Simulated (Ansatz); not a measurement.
`[F][Hf]([F])([Cl])[I]` + HCl → `[F][Hf]([F])([Cl])[Cl]` + HI  (ligand exchange at the Hf–I bond)

Gas-phase electronic energies from Ansatz, PBE0-D4/def2-TZVP geometries. CBS: MP2 limit from def2 TZ/QZ plus the TZ coupled-cluster correction, frozen cores. This one scheme is used for every species. DFT in def2-TZVPP. Elements past krypton have def2 core potentials. For Hf, I outer-core shells are correlated without core-valence functions, which leaves a few kJ/mol of doubt a bond.

Task: Is it downhill or uphill in electronic energy at CCSD(T)/CBS, and by how much? (Estimate.)

Result: The calculation gave: Downhill: ΔE = -9.9 kJ/mol.

Task: What do these levels give: LDA (SPW92), r2SCAN-D4, PBE0-D4, r2SCAN, PBE0, MP2/def2-QZVPP? (Estimate.)

Result: The calculation gave: LDA (SPW92) -13.1, r2SCAN-D4 -14.6, PBE0-D4 -11.5, r2SCAN -14.9, PBE0 -12.9, MP2/def2-QZVPP -3.3 kJ/mol.

Largest T1 diagnostic among the species: 0.015.

Leaving LDA and LC-ωPBE aside and taking each functional with its dispersion term where it has one, the values, not all of them listed here, spread over 14.6 kJ/mol, from B97M-V to PBE-QIDH. At CCSD(T), def2-SVP lies −13.0 kJ/mol from the extrapolated value and def2-TZVPP −0.9 kJ/mol. From BLYP to BHLYP (50 % exact exchange), in def2-TZVPP and without D4, ΔE moves by +3.4 kJ/mol.
